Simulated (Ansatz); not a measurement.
CH5BFNSi can be A, `C[Si]1(F)BN1`, or B, `FCB1N[SiH2]1`.

Calculated with Ansatz (gas phase, PBE0-D4/def2-TZVP geometries, no zero-point term in ΔE). CBS: MP2 limit from def2 TZ/QZ plus the TZ coupled-cluster correction, frozen cores. DFT in def2-TZVPP. B3LYP here is the variant with VWN-RPA as its local correlation; programs differ in this. One conformer a species, not always the lowest.

(1) Which is lower in electronic energy at CCSD(T)/CBS, and by how much? (Estimate.)

(2) Give E(B) − E(A) in kcal/mol with CCSD/def2-TZVPP, ωB97M-V, B2PLYP, B3LYP, HF/def2-TZVPP, CCSD(T)/def2-TZVPP, B3LYP-D4. (An estimate is asked.)

Largest T1 diagnostic: 0.013.

## Answers

(1) The calculation gave: A, by 60.6 kcal/mol.

(2) Ansatz gave: CCSD/def2-TZVPP 59.3, ωB97M-V 59.0, B2PLYP 59.1, B3LYP 57.0, HF/def2-TZVPP 58.5, CCSD(T)/def2-TZVPP 59.2, B3LYP-D4 57.5. None reverses the order clearly.

From PBE to PBE0 (25 % exact exchange), in def2-TZVPP and without D4, E(B) − E(A) moves by +1.6 kcal/mol. In def2-TZVPP, CCSD(T) changes the Hartree–Fock value by +0.7 kcal/mol (the triples alone add −0.1 kcal/mol) and MP2 by +3.6 kcal/mol.
